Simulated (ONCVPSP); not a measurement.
**Configuration tests for Ba (ONCV)**

* Element: barium
* Generator: ONCVPSP 4.0.1
* Type: optimised norm-conserving Vanderbilt (ONCV)
* Functional: PW91
* Relativity: scalar-relativistic
* Frozen core: [Kr] 4d10
* Valence charge: 10
* Reference configuration: 5s2 5p6 5d0.5 6s1.5
* Partial waves: 5s+6s: rc 2.30 bohr, ncon 4, nbas 8, qcut 5.3 1/bohr, 2 projectors; 5p: rc 2.80 bohr, ncon 4, nbas 7, qcut 5.2 1/bohr, 2 projectors, debl 2.3 Ha; 5d: rc 3.45 bohr, ncon 5, nbas 10, qcut 3.6 1/bohr, 1 projector
* Local potential: polynomial inside 2.25 bohr (lpopt 5, dvloc0 0 Ha)
* Core correction: polynomial model core, fcfact 0.55

Energies are relative to the spin-unpolarised reference configuration 5s2 5p6 5d0.5 6s1.5; without spin polarisation the order of configurations can differ from experiment.

```
valence configuration  charge  ΔE all-electron (eV)  error AE − PS (meV)
      5s2 5p6 5d0 6s2       0                -0.637                 +0.5
      5s2 5p6 5d0 6s1      +1                 4.755                 +0.6
      5s2 5p6 5d0 6s0      +2                14.776                 +0.6
    5s2 5p6 5d0 6s1.5    +0.5                 1.515                 +0.5
```
